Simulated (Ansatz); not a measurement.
C₂H₉BN₂ (`CN(C)BN`), relaxed with RKS PBE-D4/def2-SVP in Ansatz 0.2.0 from a rough embedded geometry. The force threshold is 0.03 eV/Å; the program also tests the step.

Total charge 0; spin multiplicity 1.

Start:

```xyz
14

C     0.055   -0.415   -1.296
N     0.491   -0.288    0.083
C     0.184   -1.527    0.753
B    -0.265    0.865    0.837
N     0.211    2.328    0.508
H     0.338    0.589   -1.860
H     0.554   -1.206   -1.822
H    -1.073   -0.502   -1.381
H     0.464   -1.526    1.792
H    -0.948   -1.771    0.718
H     0.694   -2.398    0.256
H    -1.048    0.682    1.628
H     0.971    2.358   -0.254
H    -0.628    2.811    0.036
```

(1) How much energy does the relaxation release, and in how many steps? (Best estimate.)

(2) Which bonds change most? (Best estimate.)

(3) Give the relaxed structure. (Best estimate.)

Results:

(1) Computed: 181.40 kJ/mol, in 11 steps.

(2) The calculation gave: B4–N5 from 1.573 to 1.420 Å; N2–B4 from 1.572 to 1.428 Å; B4–H12 from 1.128 to 1.221 Å; C1–H6 from 1.186 to 1.107 Å.

(3) The calculation gave: 
```xyz
14

C     0.102   -0.405   -1.355
N    -0.032   -0.306    0.081
C    -0.099   -1.588    0.749
B    -0.062    0.925    0.805
N     0.047    2.208    0.208
H     0.068    0.592   -1.834
H     1.062   -0.890   -1.657
H    -0.720   -1.013   -1.802
H    -0.208   -1.441    1.839
H    -0.965   -2.196    0.392
H     0.818   -2.199    0.572
H    -0.193    0.868    2.017
H     0.180    2.389   -0.786
H     0.001    3.055    0.770
```
